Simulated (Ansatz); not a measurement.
Species: sum formula GeOBr, charge 0, multiplicity 2. It need not be the lowest isomer of its formula. 
Coordinates optimised at B3LYP-D3(BJ)/def2-TZVP (Ansatz, a first-principles code):
```
Ge
O 1 1.6698
Br 1 2.3666 2 118.85
```
Charge 0, spin multiplicity 2.

Quantity: atomisation energy (electronic, to ground-state atoms), in eV. Correlated levels leave the core frozen unless marked. Open shells are spin-unrestricted. No spin-orbit coupling. Frozen are the shells of the preceding noble gas and the d and f shells that filled before the atom's block. No relativistic terms. The coupled-cluster limit lacks core correlation, which all-electron functionals hold. CBS marks a two-point X^-3 extrapolation of the correlation energy; Hartree-Fock from the larger set.

```json
[
 {"level": "B97M-V/def2-TZVPD", "program": "Ansatz", "atomisation energy (eV)": "8.22"},
 {"level": "B3LYP-D4/def2-TZVPD", "program": "Ansatz + dftd4", "atomisation energy (eV)": "8.03"}
]
```

Task: What does CCSD(T)/CBS(cc-pVTZ,cc-pVQZ) (Ansatz) give?

Result: 7.96 eV
